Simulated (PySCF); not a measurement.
Compound: NbSe(OSiH3)3 (singlet state).
Bonds: Nb1–Se2, Nb1–O3, Nb1–O8, Nb1–O13, O3–Si4, O8–Si9, O13–Si14. Hydrogens: H5, H6, H7 on Si4; H10, H11, H12 on Si9; H15, H16, H17 on Si14.

Method: PBE0-D3(BJ)/def2-SVP geometry optimisation, gas phase, def2 core potentials past Kr (PySCF 2.14.0).

Task: Give the optimised bond lengths and angles.

Result: 
```
                    bond  length (Å)
                 Nb1–Se2       2.289
 Nb1–O3, Nb1–O8, Nb1–O13       1.875
O3–Si4, O8–Si9, O13–Si14       1.678
 Si4–H5 and 8 like bonds       1.491
```

Bonds in one row agree within 0.01 Å and their mean is given. A selection of angles:
```
       angle  degrees
  Se2–Nb1–O3    107.9
 Se2–Nb1–O13    108.6
   O3–Nb1–O8    111.0
  O3–Nb1–O13    110.4
  Nb1–O3–Si4    153.1
Nb1–O13–Si14    155.4
```

Torsions: Se2–Nb1–O3–Si4 1° (synperiplanar); Se2–Nb1–O8–Si9 0° (synperiplanar); Se2–Nb1–O13–Si14 -5° (synperiplanar). The mirror-image conformer, all signs reversed, is as good.

Nb1 (niobium bonded to 3 O and Se) is tetrahedral (angles from 107.9° to 111.0°). All 3 Nb–O bonds measure 1.874 to 1.875 Å. Si4 (silicon bonded to O and 3 H) is tetrahedral (angles from 108.4° to 110.5°). All 3 O–Si bonds measure 1.678 Å. O3 (oxygen bonded to Nb and Si) is bent (angle 153.1°).

Point group: near Cs, missed by 0.36 Å at most; the miss may be what the optimiser left on a soft mode. Stationary, but not proved a minimum.

Hardware: one thread of an Arm Neoverse V2 (shared host). Cost: 5.8 min wall, 1.2 GiB resident at most. This is the geometry optimisation.
